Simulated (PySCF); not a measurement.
## Size series: silsesquioxane type

All values: TDDFT PBE/def2-SVP, gas phase, PySCF SCF with an in-house response code, fitting set def2-universal-JFIT, grid level 1 (kernel 0), vertical, one conformer each, geometries GFN2-xTB; core orbitals frozen in the response. The lowest 6 singlets were sought, and the brightest is taken among them. The runs took 5 to 8 CPU minutes each on shared server CPUs.

Spin-orbit coupling is left out, which matters for the heavier atoms here.

```json
{"cage atoms": "6", "formula": "C12H6S9Sn6", "HOMO-LUMO gap / eV": "2.81", "S1 / eV": "2.85", "LUMO / eV": "-3.56", "T1 (TDA) / eV": "2.72", "brightest singlet sought / eV": "2.91"}
{"cage atoms": "8", "formula": "C16H8S12Sn8", "HOMO-LUMO gap / eV": "2.37", "S1 / eV": "2.39", "LUMO / eV": "-3.92", "T1 (TDA) / eV": "2.31", "brightest singlet sought / eV": "2.39"}
{"cage atoms": "10", "formula": "C20H10S15Sn10", "HOMO-LUMO gap / eV": "2.19", "S1 / eV": "2.21", "LUMO / eV": "-4.17", "T1 (TDA) / eV": "2.14", "brightest singlet sought / eV": "2.21"}
```
